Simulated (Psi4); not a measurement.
C$_{2}$H$_{8}$N, charge +1, singlet, at a GFN2-xTB geometry; B3LYP/pcseg-1 run with Psi4.

The Psi4 input:
```
memory 2 GB

molecule mol {
1 1
  C     1.242363   -0.397501   -0.003229
  C     0.104878    0.602170    0.010315
  N    -1.207868   -0.122818   -0.005342
  H     2.189650    0.133330    0.008197
  H     1.215410   -1.041569    0.872132
  H     1.220246   -1.012061   -0.899685
  H     0.148359    1.250307   -0.865745
  H     0.143518    1.220773    0.907695
  H    -1.274177   -0.738352    0.816913
  H    -1.269633   -0.710625   -0.847987
  H    -2.001747    0.529910    0.003362
}

set basis pcseg-1
set reference rks

energy('b3lyp')
print_variables()
```

### Question
Predict the main parts of the log of this Psi4 run.

### Answer

```
   => Loading Basis Set <=

    Name: PCSEG-1
    Role: ORBITAL
    Keyword: BASIS

         ---------------------------------------------------------
                                   SCF
               by Justin Turney, Rob Parrish, Andy Simmonett
                          and Daniel G. A. Smith
                              RKS Reference
         ---------------------------------------------------------

  ==> Geometry <==

    Molecular point group: c1
    Full point group: C1

    Geometry (in Angstrom), charge = 1, multiplicity = 1:

       Center              X                  Y                   Z               Mass
    ------------   -----------------  -----------------  -----------------  -----------------
         C            1.250447957229    -0.405425112805    -0.003339050059    12.000000000000
         C            0.112962957229     0.594245887195     0.010204949941    12.000000000000
         N           -1.199783042771    -0.130742112805    -0.005452050059    14.003074004430
         H            2.197734957229     0.125405887195     0.008086949941     1.007825032230
         H            1.223494957229    -1.049493112805     0.872021949941     1.007825032230
         H            1.228330957229    -1.019985112805    -0.899795050059     1.007825032230
         H            0.156443957229     1.242382887195    -0.865855050059     1.007825032230
         H            0.151602957229     1.212848887195     0.907584949941     1.007825032230
         H           -1.266092042771    -0.746276112805     0.816802949941     1.007825032230
         H           -1.261548042771    -0.718549112805    -0.848097050059     1.007825032230
         H           -1.993662042771     0.521985887195     0.003251949941     1.007825032230

  Running in c1 symmetry.

  Rotational constants: A =      0.98185  B =      0.28464  C =      0.25062 [cm^-1]
  Rotational constants: A =  29435.15760  B =   8533.22011  C =   7513.32777 [MHz]
  Nuclear repulsion =   90.386223965869974

  Charge       = 1
  Multiplicity = 1
  Electrons    = 26
  Nalpha       = 13
  Nbeta        = 13

  ==> Algorithm <==

  SCF Algorithm Type is DF.
  DIIS enabled.
  MOM disabled.
  Fractional occupation disabled.
  Guess Type is SAD.
  Energy threshold   = 1.00e-06
  Density threshold  = 1.00e-06
  Integral threshold = 1.00e-12

  ==> Primary Basis <==

  Basis Set: PCSEG-1
    Blend: PCSEG-1
    Number of shells: 42
    Number of basis functions: 82
    Number of Cartesian functions: 85
[...]
   @DF-RKS iter   3:  -135.50886754084553   -4.27663e-01   6.01262e-04 ADIIS/DIIS
   @DF-RKS iter   4:  -135.50962536218842   -7.57821e-04   3.54847e-04 ADIIS/DIIS
   @DF-RKS iter   5:  -135.50998915243838   -3.63790e-04   7.89949e-05 DIIS
   @DF-RKS iter   6:  -135.51000735476083   -1.82023e-05   1.22338e-05 DIIS
   @DF-RKS iter   7:  -135.51000770864258   -3.53882e-07   5.36871e-06 DIIS
   @DF-RKS iter   8:  -135.51000779985122   -9.12086e-08   7.88456e-07 DIIS
  Energy and wave function converged.

  ==> Post-Iterations <==

   Electrons on quadrature grid:
      Ntotal   =   26.0000364225 ; deviation = 3.642e-05

    Orbital Energies [Eh]
    ---------------------

    Doubly Occupied:

[...]
      13A     -0.556450

    Virtual:

[...]
    Final Occupation by Irrep:
              A
    DOCC [    13 ]
    NA   [    13 ]
    NB   [    13 ]

  @DF-RKS Final Energy:  -135.51000779985122

   => Energetics <=

    Nuclear Repulsion Energy =             90.3862239658699735
    One-Electron Energy =                -353.5406769477397688
    Two-Electron Energy =                 144.2368918689197699
    DFT Exchange-Correlation Energy =     -16.5924466869012051
    Empirical Dispersion Energy =           0.0000000000000000
    VV10 Nonlocal Energy =                  0.0000000000000000
    Total Energy =                       -135.5100077998512234

Computation Completed

Properties will be evaluated at   0.000000,   0.000000,   0.000000 [a0]

Properties computed using the SCF density matrix

 Multipole Moments:

 ------------------------------------------------------------------------------------
     Multipole            Electronic (a.u.)      Nuclear  (a.u.)        Total (a.u.)
 ------------------------------------------------------------------------------------

 L = 1.  Multiply by 2.5417464519 to convert [e a0] to [Debye]
 Dipole X            :         -1.9221590            0.4125080           -1.5096510
 Dipole Y            :          0.2850795           -0.4043070           -0.1192275
 Dipole Z            :         -0.0004986           -0.0056075           -0.0061061
 Magnitude           :                                                    1.5143641

 ------------------------------------------------------------------------------------

  Variable Map:
  ----------------------------------------------------------------------------
[...]
  Array Variable Map:
  ----------------------------------------------------------------------------
[...]
[...]
```
